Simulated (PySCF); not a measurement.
# How methods differ on the ionisation energy of Cu⁺

Cu⁺ [Ar] 3d10 (1S) → Cu²⁺ [Ar] 3d9 (2D), as a difference of total energies. Calculation: PySCF 2.14, in ANO-RCC-VTZP (6s5p3d2f1g, 59 functions); scalar relativity by spin-free X2C-1e. Correlated levels: valence: [Ar] frozen. The calculations carry no spin-orbit coupling.

Q: Order these methods by the ionisation energy they give, lowest first.
A. UHF
B. CCSD (valence)
C. CCSD(T) (valence)
D. MP2 (valence)

A: A (17.240 eV), B (19.888 eV), C (20.127 eV), D (20.956 eV).

A first-order spin-orbit estimate (lowest level to lowest level, LS coupling) adds -0.115 eV.

Errors of the correlated levels include the incompleteness of this basis and the frozen core.

For comparison: 20.292 eV (measured; NIST Atomic Spectra Database, ionization energies).
